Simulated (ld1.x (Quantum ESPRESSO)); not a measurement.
# Configuration tests for antimony (Sb) (ultrasoft)

Sb (Z = 51), ultrasoft, made with ld1.x (Quantum ESPRESSO) 7.5 (PBEsol, scalar-relativistic). Core [Kr], reference 4d10 5s2 5p3. Waves: 5s (bound): rcut 1.35, rcutus 1.90 bohr; 5s channel at -0.35 Ry: rcut 1.35, rcutus 1.90 bohr; 5p (bound): rcut 2.25, rcutus 2.50 bohr; 5p channel at 0.1 Ry: rcut 2.25, rcutus 2.50 bohr; 4d (bound): rcut 0.95, rcutus 1.00 bohr; 4d channel at -1.65 Ry: rcut 0.95, rcutus 1.00 bohr. Local part: all-electron potential smoothed inside 1.80 bohr (lloc = -1). Core correction: none. Augmentation charge: built from norm-conserving waves at rcut, not smoothed further.

Energies are relative to the spin-unpolarised reference configuration 4d10 5s2 5p3; without spin polarisation the order of configurations can differ from experiment. The frozen-core shift is the all-electron ΔE with the core orbitals held at their reference shape minus the fully relaxed ΔE.

| valence configuration | charge | ΔE all-electron (eV) | error AE − PS (meV) | frozen-core shift (meV) |
| --- | --- | --- | --- | --- |
| 4d10 5s2 5p2 | +1 | 8.344 | -2.8 | +1.6 |
| 4d10 5s2 5p1 | +2 | 24.356 | -10 | +5.5 |
| 4d10 5s1 5p0 | +4 | 93.133 | +29 | +35 |
| 4d10 5s2 5p2.5 | +0.5 | 3.273 | -1.0 | +0.6 |
| 4d10 5s1 5p4 | 0 | 8.142 | +17 | +0.7 |
| 4d9 5s2 5p4 | 0 | 31.046 | -227 | +135 |

Task: What are ΔE and the potential's error for 4d10 5s2 5p0?

Result: ΔE = 48.800 eV all-electron; the error (AE − PS) is -22 meV.
